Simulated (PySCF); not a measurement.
## Assignment exercise: C8H6FN

Cartesian coordinates in Å; atom numbers follow the order of the lines, from 1:
```xyz
16

N     3.178   -0.050   -1.854
C     2.651    0.043   -0.844
C     1.970    0.157    0.422
C     0.478    0.039    0.228
C    -0.075   -1.044   -0.445
C    -1.442   -1.144   -0.624
C    -2.285   -0.160   -0.134
C    -1.758    0.927    0.540
C    -0.389    1.011    0.709
F     0.118    2.077    1.369
H     2.225    1.120    0.872
H     2.331   -0.642    1.079
H     0.581   -1.807   -0.837
H    -1.851   -1.992   -1.151
H    -3.352   -0.237   -0.275
H    -2.387    1.711    0.933
```

[PySCF 2.14: GFN2-xTB geometry; σ from GIAO-PBE0/pcSseg-1; single conformer; rapidly exchanging positions averaged; in vacuum; no relativistic terms]

Shifts are taken against calculated references (same method and geometry level): TMS for $^{13}$C (σref 186.93) and $^{1}$H (σref 31.72).

Problem. Assign these signals to the numbered atoms. $^{13}$C{$^{1}$H} NMR (computed): δ 169.4 (C), 137.8 (CH), 135.6 (CH), 130.4 (CH), 125.6 (C), 123.2 (C), 121.8 (CH), 16.2 (CH2).

Solution. 
```tsv
δ (ppm)	atoms	environment	reason
169.4	C9	aromatic carbon bearing fluorine	σ withdrawal by the attached heteroatom moves it downfield of the ring CH carbons
137.8	C5	aromatic CH	the aromatic region
135.6	C7	aromatic CH	–
130.4	C6	aromatic CH	–
125.6	C4	substituted aromatic carbon	–
123.2	C2	nitrile carbon	C≡N carbons fall here, among the sp2 signals but without a proton
121.8	C8	aromatic CH	–
16.2	C3	sp3 CH2 on an aromatic ring	a saturated carbon with 2 carbon neighbours and no heteroatom attached
```

C2 and C8 lie closer than the usual error of such a calculation, so a measured spectrum could show them in the other order.

Problem. Assign these signals to the numbered atoms. $^{1}$H NMR (400 MHz, computed): δ 7.95 (m, 1H), 7.67 (m, 1H), 7.56 (m, 1H), 7.46 (m, 1H), 3.71 (s, 2H).

Solution. 
| δ (ppm) | atoms | environment | reason |
| --- | --- | --- | --- |
| 7.95 | H13 | hydrogen on an aromatic CH | the ring current deshields protons in the ring plane |
| 7.67 | H15 | hydrogen on an aromatic CH | – |
| 7.56 | H14 | hydrogen on an aromatic CH | – |
| 7.46 | H16 | hydrogen on an aromatic CH | – |
| 3.71 | H11/H12 | hydrogen on an sp3 CH2 on an aromatic ring | – |

H15 and H14; H14 and H16 lie closer than the usual error of such a calculation, so a measured spectrum could show them in the other order.

Splittings by $^{19}$F in the carbon and heteronuclear signals aren't shown, as no couplings were computed. Shifts are as computed. Against solution values, carbons near 30 ppm lie about +3 ppm off and those near 130 ppm about +5 ppm. Of 1211 compounds with measured shifts, 218 miss one by over three times the rms of a fit or turn the order of signals round; such compounds aren't used in these exercises. No couplings were computed; multiplicities are counted from neighbouring protons, with m where these are inequivalent, close in shift, in a saturated or five-membered ring or joined by F or P, and br s for small geminal =CH2 splittings.
